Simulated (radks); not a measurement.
Results of a calculation; reference values are marked as such.
Initial-state core-level shifts of the bromine ion Br+ when its valence configuration changes from [Ar] 3d10 4s2 4p4. Level of theory: scalar-relativistic Kohn-Sham, BLYP, spin-polarised, spherical densities, finite nucleus; open shells are filled with parallel spins first; Fermi nuclear charge, rms radius 4.1629 fm (a radial shooting solver on a logarithmic mesh with Libxc functionals). Shifts are changes of the shell-averaged eigenvalues in eV (positive: less bound); the change of the density at the nucleus, which sets a Mossbauer isomer shift, is in e/bohr^3, on a base of 4.501e+04.

| valence | 2s | 2p | 3s | 3p | density at nucleus |
|---|---|---|---|---|---|
| 3d10 4s1 4p5 | -1.598 | -1.588 | -1.612 | -1.603 | -37.094 |
| 3d9.5 4s2 4p4.5 | -8.616 | -8.555 | -6.635 | -6.522 | +9.087 |
| 3d9.5 4s1 4p5.5 | -10.162 | -10.089 | -8.188 | -8.066 | -29.933 |
| 3d8 4s2 4p6 | -35.739 | -35.501 | -26.786 | -26.361 | +38.049 |
| 3d9 4s2 4p5 | -17.446 | -17.325 | -13.313 | -13.091 | +18.460 |
